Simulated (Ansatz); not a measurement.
```yaml
crystal:
  periodic: [false, false, false]
  atoms:
    - {symbol: Pt, position_ang: [-0.469738, 1.783518, -0.674055]}
    - {symbol: Pt, position_ang: [0.785100, -0.632517, -1.050172]}
    - {symbol: Sn, position_ang: [-1.948889, -0.372531, -0.551327]}
    - {symbol: Sn, position_ang: [0.250210, -1.887737, 1.228245]}
    - {symbol: Sn, position_ang: [1.383317, 1.109267, 1.047309]}
basis:
  gaussian: {orbitals: def2-TZVP, initial_orbitals: start.molden}
total_charge: 1
magnetization: {spin_polarized: true, initial_magnetization: 1}
hamiltonian: {xc: {name: wB97M-V}}
scf: {omitted_lower_state_checks: [starts]}
output: {orbitals: {seedname: orbitals}}
```

The file start.molden holds the orbitals of an earlier run on this structure, at another level or in another basis.

```sh
$ ansatz run in.yaml --threads 4 --pin off --events-out ev --progress --plain --max-ram 4787MiB
```

(1) Does this run fit into the memory that it is given?

Answers

(1) No. It has 230 basis functions, and Ansatz plans for 4.79 GiB where 4.67 GiB are given.
